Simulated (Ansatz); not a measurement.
Born–Oppenheimer molecular dynamics of AlH6OPSi (10 atoms, charge 0, multiplicity 1). It starts from a relaxed structure.

All numbers below come from RKS B3LYP-D4/STO-3G in Ansatz 0.2.0.

| Property | Result |
| --- | --- |
| ensemble | NVE (velocity Verlet) |
| time step | 1 fs |
| steps asked | 400 |
| starting velocities drawn for | 1000 K |
| seed | 621101 |

Frames 20 fs apart, positions in Å.

Velocities at 60.0 fs (Å/ps):

```
O -0.17 5.13 -5.37
Al -1.93 -5.26 2.66
Si -0.11 3.04 -3.58
P -0.34 -1.89 3.06
H 9.72 21.36 19.34
H 1.12 2.80 -5.94
H 10.28 3.68 9.87
H -0.67 -5.41 -1.20
H -21.27 3.60 11.68
H 68.92 6.81 -13.83
```

```xyz
10
Properties=species:S:1:pos:R:3 time_fs=60.0 energy_less_start_eV=0.533 T=491
O -2.029 0.671 -0.874
Al -0.596 1.353 -0.202
Si 0.980 -0.232 -0.336
P 1.035 -2.084 0.951
H -2.755 1.369 -0.829
H -0.403 2.762 0.286
H 0.945 -0.984 -1.579
H 2.337 0.168 -0.306
H 0.144 -1.471 1.768
H 2.015 -1.484 1.696
10
Properties=species:S:1:pos:R:3 time_fs=80.0 energy_less_start_eV=0.495 T=526
O -2.071 0.827 -0.944
Al -0.643 1.269 -0.162
Si 1.044 -0.274 -0.399
P 1.033 -2.066 1.000
H -2.813 1.531 -0.837
H -0.688 2.679 0.367
H 0.934 -0.566 -1.826
H 2.290 0.514 -0.276
H 0.481 -1.521 2.216
H 2.247 -1.865 1.679
10
Properties=species:S:1:pos:R:3 time_fs=100.0 energy_less_start_eV=0.557 T=474
O -2.158 0.940 -1.014
Al -0.701 1.204 -0.141
Si 1.101 -0.306 -0.408
P 1.027 -2.026 1.014
H -2.654 1.839 -0.815
H -0.524 2.254 0.922
H 1.345 -1.012 -1.623
H 2.398 0.258 -0.152
H 0.917 -1.084 2.160
H 2.515 -1.855 1.212
10
Properties=species:S:1:pos:R:3 time_fs=120.0 energy_less_start_eV=0.424 T=603
O -2.138 1.102 -1.059
Al -0.698 1.051 -0.139
Si 1.100 -0.296 -0.417
P 1.034 -1.969 1.054
H -2.762 1.728 -0.569
H -0.824 2.031 0.998
H 1.218 -0.832 -1.791
H 2.233 0.611 -0.295
H 1.289 -1.188 2.111
H 2.264 -2.468 0.937
10
Properties=species:S:1:pos:R:3 time_fs=140.0 energy_less_start_eV=0.467 T=556
O -2.078 1.196 -1.132
Al -0.757 0.966 -0.085
Si 1.100 -0.278 -0.461
P 1.038 -1.935 1.093
H -2.799 1.741 -0.686
H -0.730 1.715 1.219
H 1.114 -0.933 -1.729
H 2.418 0.317 -0.259
H 1.780 -1.185 2.160
H 2.153 -2.542 0.408
10
Properties=species:S:1:pos:R:3 time_fs=160.0 energy_less_start_eV=0.521 T=502
O -1.979 1.224 -1.231
Al -0.822 0.979 0.012
Si 1.091 -0.339 -0.487
P 1.065 -1.887 1.098
H -2.641 1.821 -0.684
H -1.260 1.364 1.407
H 1.155 -1.054 -1.752
H 2.228 0.543 -0.525
H 2.144 -1.171 1.724
H 1.904 -2.947 0.475
10
Properties=species:S:1:pos:R:3 time_fs=180.0 energy_less_start_eV=0.605 T=427
O -1.817 1.280 -1.281
Al -0.845 0.913 0.050
Si 0.965 -0.306 -0.506
P 1.129 -1.874 1.128
H -2.739 1.673 -1.055
H -1.261 1.351 1.424
H 0.732 -0.911 -1.823
H 2.332 0.218 -0.532
H 2.281 -1.576 1.724
H 1.796 -2.676 0.305
10
Properties=species:S:1:pos:R:3 time_fs=200.0 energy_less_start_eV=0.676 T=360
O -1.706 1.332 -1.365
Al -0.896 0.909 0.085
Si 0.894 -0.332 -0.465
P 1.178 -1.885 1.117
H -2.556 1.815 -1.119
H -1.338 1.351 1.462
H 0.614 -1.150 -1.589
H 1.965 0.544 -0.856
H 2.550 -1.240 1.358
H 1.934 -2.878 0.344
10
Properties=species:S:1:pos:R:3 time_fs=220.0 energy_less_start_eV=0.444 T=571
O -1.660 1.402 -1.395
Al -0.989 0.964 0.080
Si 0.827 -0.416 -0.448
P 1.294 -1.894 1.120
H -2.313 2.150 -1.157
H -1.712 1.379 1.325
H 0.561 -1.086 -1.750
H 2.153 0.190 -0.604
H 2.489 -1.412 1.636
H 2.043 -2.747 0.221
10
Properties=species:S:1:pos:R:3 time_fs=240.0 energy_less_start_eV=0.444 T=576
O -1.656 1.570 -1.452
Al -1.017 0.958 0.028
Si 0.750 -0.430 -0.403
P 1.401 -1.985 1.161
H -2.546 2.107 -1.364
H -1.431 1.417 1.408
H 0.481 -1.188 -1.581
H 1.757 0.501 -0.845
H 2.353 -1.069 1.546
H 2.196 -2.610 0.267
10
Properties=species:S:1:pos:R:3 time_fs=260.0 energy_less_start_eV=0.613 T=421
O -1.669 1.702 -1.445
Al -1.041 0.963 -0.058
Si 0.678 -0.495 -0.329
P 1.484 -1.994 1.139
H -2.419 2.263 -1.025
H -1.724 1.479 1.171
H 0.395 -1.407 -1.439
H 1.941 0.130 -0.719
H 2.336 -1.030 2.020
H 2.571 -2.438 0.259
10
Properties=species:S:1:pos:R:3 time_fs=280.0 energy_less_start_eV=0.580 T=447
O -1.687 1.814 -1.468
Al -1.082 0.986 -0.075
Si 0.680 -0.600 -0.315
P 1.541 -1.994 1.158
H -2.222 2.594 -1.128
H -1.748 1.087 1.280
H 0.198 -1.323 -1.484
H 1.710 0.225 -0.918
H 1.988 -1.048 1.972
H 2.724 -2.011 0.380
```

Of the whole run (400 fs, mean temperature of the second half 508 K): The conserved energy stayed within 2.1 meV per atom of its start (net change 0.71 meV per atom), so the integration is sound. The temperature averaged 0.51 of the 1000 K drawn at the start: a run that starts near a minimum puts about half its kinetic energy into the potential. A run of 0.4 ps of so small a system gives no equilibrium averages. Limits of this set-up: minimal basis.

Time of the run: 7.7 min on 1 thread of Intel(R) Xeon(R) 6975P-C (Granite Rapids) (shared host), peak memory 0.1 GiB.
